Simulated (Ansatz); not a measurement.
`BO[SiH2]F` + NH₃ → `BO[SiH2]N` + H–F at 298.15 K and 1 bar (ligand exchange at the Si–F bond).

Program: Ansatz. Geometries: PBE0-D4/def2-TZVP. ΔE: electronic, gas phase. CCSD(T)/CBS is the MP2 limit (def2-TZVPP, def2-QZVPP) plus CCSD(T) − MP2 in def2-TZVPP, frozen cores. This one scheme is used for every species. Each species was taken in one conformer, which may not be the lowest.

| species | CCSD(T)/CBS energy (Eh) | H − E (kJ/mol) | S (J/(mol·K)) |
| --- | --- | --- | --- |
| `BO[SiH2]F` | -491.38453 | 138.7 | 314.2 |
| NH₃ | -56.50880 | 100.5 | 192.4 |
| `BO[SiH2]N` | -447.46661 | 202.0 | 327.0 |
| H–F | -100.39570 | 33.5 | 173.6 |

H − E and S are ideal-gas, rigid-rotor, harmonic terms from PBE0-D4/def2-TZVP, for one conformer and one mirror image of each species. 1 Eh = 2625.50 kJ/mol, R = 8.31446 J/(mol·K).

Problem. By hand: ΔE, ΔH, ΔS and ΔG.

Solution. ΔE = (-447.46661) + (-100.39570) − (-491.38453) − (-56.50880) = 0.03102 Eh = 81.4 kJ/mol. Δ(H − E) = 202.0 + 33.5 − 138.7 − 100.5 = -3.7, so ΔH = 77.7 kJ/mol. ΔS = 327.0 + 173.6 − 314.2 − 192.4 = -6.0 J/(mol·K). ΔG = 77.7 − 298.15 × (-6.0)/1000 = 79.5 kJ/mol.

Problem. By hand: the equilibrium constant, and the temperature at which ΔG would vanish if ΔH and ΔS stayed fixed.

Solution. log₁₀ K = −ΔG/(RT ln 10) = -13.9. ΔH and −TΔS have one sign here, so there is no such temperature.

The number of gas molecules stays the same, so ΔS is small and ΔH decides. A doubt of 5 kJ/mol in ΔE shifts log₁₀ K by 0.9 here. Other conformers and mirror images would add mixing entropy, several J/(mol·K) or more a flexible species. Modes under 60 cm⁻¹, often nearly free rotors, make the harmonic entropy too high. These are equilibria of isolated gas molecules and say nothing of rates. Largest T1 diagnostic: 0.013 (customary marks: 0.02 for closed shells, 0.045 for open ones).

ΔS is within the doubt of such terms, so its sign, and with it that verdict, could turn.
